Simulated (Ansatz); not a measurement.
Total energies of TiCl3 from Ansatz at PBE0-D4/def2-TZVP, gas phase (1 Eh = 27.2114 eV = 2625.5 kJ/mol). The reference geometry is relaxed at r2SCAN-D4/def2-SVP.

```tsv
state	geometry	energy (Eh)
charge 0 doublet	reference	-2229.65986
charge 1 singlet	reference	-2229.31829
charge 1 singlet	relaxed at r2SCAN-D4/def2-SVP	-2229.32868
free Ti atom (triplet)	–	-849.14317
free Cl atom (doublet)	–	-459.99739
```

(1) Work out the vertical ionisation energy to the singlet.

(2) How much does the charge 1 singlet relax, and what is the adiabatic ionisation energy?

(3) What is the binding energy per atom against free atoms?

(1) E(charge 1 singlet) − E(charge 0 doublet) = -2229.31829 − (-2229.65986) = 0.34157 Eh = 9.29 eV. For comparison, −ε of the highest occupied level of the spin that leaves is 7.70 eV at this level, 1.59 eV less.

(2) Relaxation: -2229.31829 − (-2229.32868) = 0.01039 Eh = 0.28 eV. Adiabatic ionisation energy: 0.33118 Eh = 9.01 eV, without zero-point energy. 

(3) Atoms: 1 × (-849.14317) + 3 × (-459.99739) = -2229.13534 Eh. Binding: -2229.13534 − (-2229.65986) = 0.52452 Eh = 14.27 eV, or 3.57 eV for each of 4 atoms (no zero-point energy, no counterpoise term).
